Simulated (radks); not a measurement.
Question: Numerical settings for neutral promethium, [Xe] 4f5 6s2. Calculated with a radial shooting solver on a logarithmic mesh with Libxc functionals: Dirac Kohn-Sham, PBE, spin-unpolarised, spherical densities, point nucleus; open shells fill j = l - 1/2 first. The defaults (mesh step 0.008 in ln r, mesh end at 40 bohr or more with all orbitals vanishing there, Anderson mixing 0.5 over 9 steps, residual threshold near 1e-9 with the energy settled to 1e-9 hartree or 1e-11 of itself, here a cap of 100 iterations) give E = -10027.1750 hartree and 4f5/2 at -2.243 eV in 15 iterations. Run on one thread of a shared host, so times are rough (Intel(R) Xeon(R) Platinum 8488C): 0.21 s of CPU time, 0.21 s wall, 15 iterations on 2728 mesh points. One setting is changed at a time: mesh step in ln r 0.12; mesh step in ln r 0.003; mesh step in ln r 0.005; mesh end (bohr) 5; mesh end (bohr) 20; residual threshold 0.1; residual threshold 1e-05; mixing 0.2; linear mixing, mixing 1; linear mixing, mixing 0.2; mixing history 20; iteration cap 3. Which runs fail to converge, and which converge to a wrong energy?

Answer: Not converged within the cap: mesh step in ln r 0.12; linear mixing, mixing 1; iteration cap 3. Settled on a wrong energy, with an occupied level pushed above zero by the early mesh end: mesh end (bohr) 5 (+0.363 hartree). Apart from these: no run marked as converged misses the energy by more than 1 mhartree.
